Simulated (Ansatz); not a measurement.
Geometry optimisation, DFT LDA, scalar-relativistic, plane waves, PAW (Ansatz 0.2.0).

Input file:

```yaml
crystal:
  lattice:
    - [8.1, 0.0, 0.0]
    - [0.0, 8.1, 0.0]
    - [0.0, 0.0, 8.1]
  atoms:
    - { symbol: Al, position: [0.5038811, 0.0049149, 0.002539] }
    - { symbol: Al, position: [0.7532618, 0.2532873, 0.002426] }
    - { symbol: Al, position: [0.7492448, -0.0051031, 0.2504418] }
    - { symbol: Al, position: [0.002708, -0.0006918, 0.0007471] }
    - { symbol: Al, position: [0.2474654, 0.2488071, -0.0034766] }
    - { symbol: Al, position: [0.4996275, 0.5038119, -0.0066214] }
    - { symbol: Al, position: [0.7501078, 0.742407, -0.002689] }
    - { symbol: Al, position: [0.2482371, -0.0035284, 0.2512483] }
    - { symbol: Al, position: [0.5053185, 0.2528429, 0.2416898] }
    - { symbol: Al, position: [0.746131, 0.5060475, 0.2505672] }
    - { symbol: Al, position: [0.502093, -0.004338, 0.5037905] }
    - { symbol: Al, position: [0.7514507, 0.2536411, 0.4997765] }
    - { symbol: Al, position: [0.7519989, 0.0041561, 0.7501384] }
    - { symbol: Al, position: [-0.0006336, 0.5054204, 0.0031289] }
    - { symbol: Cu, position: [0.2467858, 0.7518959, -0.0027543] }
    - { symbol: Al, position: [-0.0007119, 0.2509015, 0.2487081] }
    - { symbol: Al, position: [0.2480953, 0.4982803, 0.2513364] }
    - { symbol: Al, position: [0.4962162, 0.7513554, 0.2486779] }
    - { symbol: Al, position: [-0.0038565, 0.0006845, 0.5026012] }
    - { symbol: Al, position: [0.2539932, 0.2504133, 0.4991447] }
    - { symbol: Al, position: [0.4965416, 0.5059848, 0.5004993] }
    - { symbol: Al, position: [0.747563, 0.7489532, 0.5017203] }
    - { symbol: Al, position: [0.2480995, 0.0040832, 0.7518241] }
    - { symbol: Al, position: [0.4935156, 0.2546144, 0.7561223] }
    - { symbol: Al, position: [0.752348, 0.4972177, 0.7444025] }
    - { symbol: Al, position: [0.0001246, 0.7504114, 0.2533239] }
    - { symbol: Al, position: [-0.007198, 0.5004891, 0.5056165] }
    - { symbol: Al, position: [0.2531437, 0.7475783, 0.5030872] }
    - { symbol: Al, position: [-0.0051883, 0.2468364, 0.7549161] }
    - { symbol: Al, position: [0.2432561, 0.5079433, 0.7542884] }
    - { symbol: Al, position: [-0.0027374, 0.7506338, 0.7487013] }
basis:
  ecutwfc: 420.0
kpoints:
  mp_grid: { grid: [3, 3, 3] }
hamiltonian:
  xc: lda
  pseudopotentials: { kind: paw, azcp: { folder: soft_1 } }
scf:
  occupations: { method: gaussian, width: 0.1 }
  lower_state_search: "off"
relax:
  f_tol: 0.03
  max_steps: 60
  adjacent_minimum: "off"
```

Run as:

```bash
$ ansatz run input.yaml --threads 4 --pin off --max-ram 10240MiB --backend cpu --events-out ev --progress --plain --runs-dir out
```

Problem. Where does it end, and by what steps?

Solution. The forces met the threshold. Limits of this set-up: coarse k mesh, PAW files made for another functional, a small cell, in which the defect meets its images. After 2 steps the energy has fallen by 0.265 eV; Al1 moved furthest, 0.18 Å.

| step | energy less start (eV) | largest force component (eV/Å) | accepted |
| --- | --- | --- | --- |
| 0 | 0.0000 | 0.436 | yes |
| 1 | -0.2527 | 0.072 | yes |
| 2 | -0.2654 | 0.016 | yes |

```xyz
31
Lattice="8.1000 0.0000 0.0000 0.0000 8.1000 0.0000 0.0000 0.0000 8.1000" Properties=species:S:1:pos:R:3
Al 4.002 -0.106 -0.041
Al 6.072 2.033 0.015
Al 6.080 0.018 2.022
Al 0.028 0.003 0.015
Al 2.019 2.036 0.008
Al 3.998 4.170 -0.035
Al 6.064 6.084 -0.012
Al 2.010 0.003 1.995
Al 4.041 2.033 2.003
Al 6.080 4.047 2.021
Al 4.046 -0.004 4.065
Al 6.083 2.034 4.044
Al 6.058 -0.007 6.075
Al 0.023 4.058 0.014
Cu 1.931 6.077 0.082
Al 0.000 2.030 2.025
Al 2.003 4.064 1.998
Al 4.004 6.082 2.000
Al 0.001 0.013 4.043
Al 2.004 2.034 4.052
Al 4.043 4.069 4.062
Al 6.046 6.082 4.067
Al 2.058 -0.106 6.125
Al 4.036 2.032 6.085
Al 6.051 4.075 6.077
Al 0.004 6.083 2.020
Al -0.001 4.052 4.045
Al 2.038 6.086 4.060
Al 0.018 2.032 6.085
Al 2.057 4.174 6.121
Al 0.018 6.083 6.119
```

The run took 50 s on 4 threads of Arm Neoverse V1, with other jobs on the host, peak memory 1.4 GiB.
